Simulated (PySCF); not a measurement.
B(F)(GeH3)(OH) (BFGeH₄O), SMILES O[B](F)[GeH3].

Geometry: r2SCAN-D4/def2-SVP. Other conformers were not sampled.

All values below come from TDA-PBE0/def2-SVPD (PySCF).

Vertical excitations. The molecule is in vacuum. State labels are in the subgroup Cs.

```csv
state,symmetry,energy (eV),λ (nm),f,main pairs
S1,A",6.94,179,0.038,HOMO→LUMO 93 %
S2,A',7.64,162,0.131,HOMO→LUMO+1 95 %
S3,A",7.65,162,0.013,HOMO−1→LUMO 94 %
S4,A',7.95,156,0.118,HOMO−2→LUMO 84 %
S5,A',8.44,147,0.009,"HOMO→LUMO+2 44 %, HOMO−1→LUMO+1 32 %, HOMO→LUMO+3 17 %"
S6,A',8.50,146,0.102,"HOMO−1→LUMO+1 58 %, HOMO→LUMO+2 32 %"
S7,A",8.50,146,0.113,HOMO−2→LUMO+1 92 %
S8,A',8.64,143,0.013,"HOMO→LUMO+3 60 %, HOMO→LUMO+2 19 %, HOMO→LUMO+4 13 %"
S9,A",8.87,140,0.001,HOMO−4→LUMO 96 %
S10,A",9.11,136,0.008,"HOMO−2→LUMO+2 61 %, HOMO−2→LUMO+3 27 %"
T1,A",5.57,223,0,HOMO→LUMO 97 %
T2,A',7.00,177,0,HOMO−2→LUMO 86 %
T3,A",7.28,170,0,HOMO−1→LUMO 91 %
T4,A',7.36,168,0,HOMO→LUMO+1 87 %
```
Triplets are in the Tamm–Dancoff approximation.
